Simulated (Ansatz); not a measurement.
`[F][Ti]([F])([SH])[SH]`. Total charge 0; spin multiplicity 1.

Cartesian coordinates in Å:
```
F 0.466 -1.636 -1.319
Ti 0.312 -0.077 -0.556
F 1.053 1.262 -1.389
S 1.275 -0.061 1.506
S -1.933 0.222 -0.332
H 0.571 -1.150 1.874
H -1.744 1.439 0.217
```

Question: List the harmonic frequencies (cm⁻¹, unscaled) at PBE0-D4/def2-TZVP in Ansatz. (An estimate is asked.)

Answer: The calculation gave: 109, 140, 142, 156, 174, 175, 237, 413, 440, 523, 546, 749, 811, 2685, 2686.

Question: Is this a minimum?

Answer: Yes, all 15 modes are real.

Question: Give the ideal-gas thermochemistry at 298.15 K and 1 bar (rigid rotor, harmonic oscillator; point group C2, symmetry number 2).

Answer: Zero-point energy 59.7 kJ/mol; H(298) − E = 84.1 kJ/mol; entropy 374.6 J/(mol·K), of which translation 171.5, rotation 113.4, vibration 89.7; G(298) − E = -27.6 kJ/mol.
